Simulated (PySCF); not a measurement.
# B (boron, neutral) across methods

[He] 2s1 2p1 3d1, one real determinant (an excited configuration). Calculation: PySCF 2.14, in aug-cc-pCVTZ-DK (7s6p4d2f, 59 functions); the spin-free X2C one-electron Hamiltonian (Gaussian nucleus).

```
method  E (hartree)  mean ε 2s α (eV)  mean ε 2p α (eV)  mean ε 3d α (eV)  Σ⟨r²⟩ (bohr²)   ⟨S²⟩
   M06     -24.2235           -16.267           -10.474             0.428          36.35  3.750
   UHF    -24.13800           -21.101           -15.016            -0.284          36.47  3.750
   LDA     -23.9318           -14.887            -9.116             0.729          36.05  3.750
PBEsol     -24.0614           -14.882            -9.110             0.660          36.23  3.750
 B97-3     -24.2288           -16.601           -10.766             0.252          36.38  3.750
  PBE0     -24.1985           -16.590           -10.773             0.298          36.31  3.750
  BP86     -24.2323           -15.018            -9.293             0.486          36.21  3.750
   PBE     -24.1952           -14.965            -9.272             0.573          36.31  3.750
```

Q: Estimate the same row for r2SCAN.

A: E (hartree) = -24.2211; mean ε 2s α (eV) = -15.413; mean ε 2p α (eV) = -9.687; mean ε 3d α (eV) = 0.705; Σ⟨r²⟩ (bohr²) = 36.38; ⟨S²⟩ = 3.750.

⟨L²⟩ = 8.02 against 12 for a pure F term, so this real determinant mixes terms. The outer electron is Rydberg-like, and this basis confines it to a smaller radius and binds it less than a complete one would.

The highest occupied level is positive at M06, LDA, PBEsol, B97-3, r2SCAN, PBE0, BP86, PBE: only the finite basis holds that electron, which in a density functional comes from self-interaction.
